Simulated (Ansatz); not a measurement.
**Question.** Predict a relaxed structure of `CCCCCCCCCCB(O)O`, charge 0, singlet, at PBE-D4/def2-SVP (Ansatz).

**Answer.** 
Cartesian coordinates in Å:
```
C 1.2613 -1.0128 5.7118
C 1.4231 -1.0775 4.1919
C 2.0089 0.2058 3.5896
C 2.2380 0.1629 2.0725
C 0.9623 0.0458 1.2308
C 1.2154 0.0700 -0.2793
C -0.0570 -0.0590 -1.1216
C 0.1952 -0.0348 -2.6328
C -1.0618 -0.2057 -3.4980
C -2.0800 0.9370 -3.3876
B -3.3696 0.8122 -4.2951
O -3.5554 -0.3405 -5.0272
O -4.2550 1.8695 -4.3022
H 2.2355 -0.8365 6.2151
H 0.5845 -0.1843 6.0098
H 0.8384 -1.9523 6.1220
H 2.0779 -1.9363 3.9202
H 0.4368 -1.2950 3.7268
H 1.3400 1.0626 3.8358
H 2.9751 0.4272 4.0955
H 2.7855 1.0811 1.7641
H 2.9174 -0.6856 1.8273
H 0.4210 -0.8914 1.4894
H 0.2685 0.8749 1.5011
H 1.7424 1.0134 -0.5501
H 1.9203 -0.7501 -0.5474
H -0.7585 0.7585 -0.8421
H -0.5807 -1.0058 -0.8543
H 0.7005 0.9214 -2.9028
H 0.9222 -0.8388 -2.8856
H -0.7560 -0.3166 -4.5605
H -1.5574 -1.1678 -3.2389
H -2.4361 1.0514 -2.3374
H -1.5941 1.9143 -3.6153
H -4.3730 -0.3549 -5.5560
H -5.0353 1.7380 -4.8696
```
 This is one stationary point.
